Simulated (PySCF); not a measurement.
Species: C6H9O (charge -1).
Cartesian coordinates in Å at the GFN2-xTB level; atoms count from 1:
```xyz
16
C6H9O angstrom
C     -2.3664    0.3021   -1.4026
C     -1.7320    0.0625   -0.4084
C     -0.9362   -0.2141    0.7445
C      0.6844   -0.1637    0.5302
C      0.9728    1.2704   -0.0466
C      0.9725   -1.1792   -0.6349
O      1.3013   -0.4308    1.6404
H     -2.9041    0.5131   -2.2803
H     -1.1530    0.5072    1.5367
H     -1.1542   -1.2161    1.1231
H      0.3852    1.4692   -0.9431
H      2.0331    1.3535   -0.2834
H      0.7366    2.0169    0.7106
H      0.7345   -2.1881   -0.3000
H      0.3850   -0.9484   -1.5237
H      2.0329   -1.1456   -0.8835
```

The closed-shell SCF was solved with PySCF and density fitting under several settings on one GFN2-xTB geometry (grid level 2 and gas phase unless stated).

| settings | basis functions | SCF cycles | E (Eh) | HOMO (eV) | LUMO (eV) |
| --- | --- | --- | --- | --- | --- |
| PBE0/pcSseg-1 | 164 | 16 | -308.8026 | 0.00 | 5.34 |
| X3LYP/cc-pVDZ, fitting basis def2-universal-jkfit, level shift 0.2 Eh | 143 | 15 | -309.0571 | 0.61 | 5.65 |
| PBE0/6-311G** | 180 | 17 | -308.9111 | 0.10 | 5.42 |

Problem. Estimate the row for these settings: PBE/6-31G, IEF-PCM cyclohexane, fitting basis def2-universal-jkfit, start guess sap.

Solution. 
```
                                                                           settings  basis functions  SCF cycles     E (Eh)  HOMO (eV)  LUMO (eV)
PBE/6-31G, IEF-PCM cyclohexane, fitting basis def2-universal-jkfit, start guess sap               81          17  -308.7609      -0.26       3.14
```

Problem. Over all rows, what range does the HOMO–LUMO gap span?

Solution. From 3.40 eV (PBE/6-31G, IEF-PCM cyclohexane, fitting basis def2-universal-jkfit, start guess sap) to 5.34 eV (PBE0/pcSseg-1). The functional of the narrowest has no exact exchange, that of the widest 25 % exact exchange.

Problem. Compare two rows with the functional PBE0: PBE0/pcSseg-1 and PBE0/6-311G**. Which energy is lower, and by how much?

Solution. PBE0/6-311G** (180 functions) lies 0.1085 Eh or 68 kcal/mol below PBE0/pcSseg-1 (164 functions).

Cycle counts include a coarse-grid stage where the run had one. All basis functions are spherical, in the Pople sets too. The HOMO energy is positive at PBE0/6-311G**, PBE0/pcSseg-1 and X3LYP/cc-pVDZ; such an orbital is held in place by the finite basis. One conformer (not necessarily the lowest) at the GFN2-xTB geometry, without vibrations or thermal averaging.
